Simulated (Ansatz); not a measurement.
Consider the formal exchange of groups at a C–Si bond: `CO[SiH](C)C#N` + benzene → `N#Cc1ccccc1` + `CO[SiH2]C`.

Gas-phase electronic energies from Ansatz, PBE0-D4/def2-TZVP geometries. CBS: MP2 limit from def2 TZ/QZ plus the TZ coupled-cluster correction, frozen cores. DFT in def2-TZVPP. HSE06 is defined as in plane-wave codes. One conformer a species, not always the lowest.

**Question.** Is it downhill or uphill in electronic energy at CCSD(T)/CBS, and by how much? (Estimate.)

**Answer.** The calculation gave: Uphill: ΔE = +59.6 kJ/mol.

**Question.** What do these levels give: revPBE-D4, r2SCANh, HSE06, BHLYP, CAM-B3LYP, HF/def2-SVP? (Best estimate.)

**Answer.** Computed: revPBE-D4 44.6, r2SCANh 51.6, HSE06 48.4, BHLYP 55.4, CAM-B3LYP 54.1, HF/def2-SVP 53.3 kJ/mol.

Largest T1 diagnostic among the species: 0.012.

From BLYP to BHLYP (50 % exact exchange), in def2-TZVPP and without D4, ΔE moves by +5.8 kJ/mol. At CCSD(T), def2-SVP lies −16.2 kJ/mol from the extrapolated value and def2-TZVPP −2.7 kJ/mol.
